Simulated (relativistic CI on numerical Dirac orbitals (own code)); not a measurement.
# Spin-allowed bands of a d3 ion in a tetrahedral site, by hand

Problem. Take Δ = 5800 cm⁻¹ and B = 780 cm⁻¹ for a d3 ion in a tetrahedral site. Calculate the three spin-allowed bands.

Working.
1. The terms of highest spin are 4F (energy 0) and 4P (15B = 11700 cm⁻¹). Here the F term splits into A2 at +1.2Δ = 6960, T2 at +0.2Δ = 1160 and T1 at −0.6Δ = -3480 cm⁻¹.
2. The two T1 states mix through the element 0.4Δ: H = [[-3480, 2320], [2320, 11700]], with roots ½(H₁₁ + H₂₂) ∓ ½√[(H₂₂ − H₁₁)² + 4H₁₂²] = ½(8220) ∓ ½(15873) = -3827 and 12047 cm⁻¹.
3. The ground term is 4T1 at -3827 cm⁻¹.
4. Bands: 4T2 4987 cm⁻¹ (2005 nm), 4A2 10787 cm⁻¹ (927 nm), 4T1(P) 15873 cm⁻¹ (630 nm).

Check. Exact diagonalisation of the whole d3 shell with these parameters gives 4T2 4987, 4A2 10787, 4T1 15873 cm⁻¹. The match is exact, since without spin-orbit coupling no other term has this spin. The ratio of the second band to the first, 2.163, depends on Δ/B = 7.4 alone, which is how a Tanabe-Sugano diagram is read.
